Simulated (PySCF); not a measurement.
Delta-SCF ions had no search for a lower state. Excitations are Tamm–Dancoff values on a coarser integration grid. The basis has no diffuse functions, so Rydberg states are missing or too high.

Cartesian coordinates (Å):
```xyz
5

F     -0.5896    -0.5947     1.0880
C     -0.1146    -0.0045    -0.0041
F     -0.5081    -0.6957    -1.0691
F     -0.6192     1.2228    -0.0807
Br     1.8315     0.0722     0.0659
```
Charge 0, multiplicity 1.

Task: Predict the HOMO, total energy, vertical ionisation energy (Delta-SCF), S1–T1 gap (TDA) and HOMO–LUMO gap from PySCF with ωB97X-D3(BJ)/def2-TZVP // B3LYP-D3(BJ)/def2-TZVP.

Result: 
HOMO: -11.70 eV
total energy: -2911.8829 Ha
vertical ionisation energy (Delta-SCF): 12.00 eV
S1–T1 gap (TDA): 0.83 eV
HOMO–LUMO gap: 12.90 eV
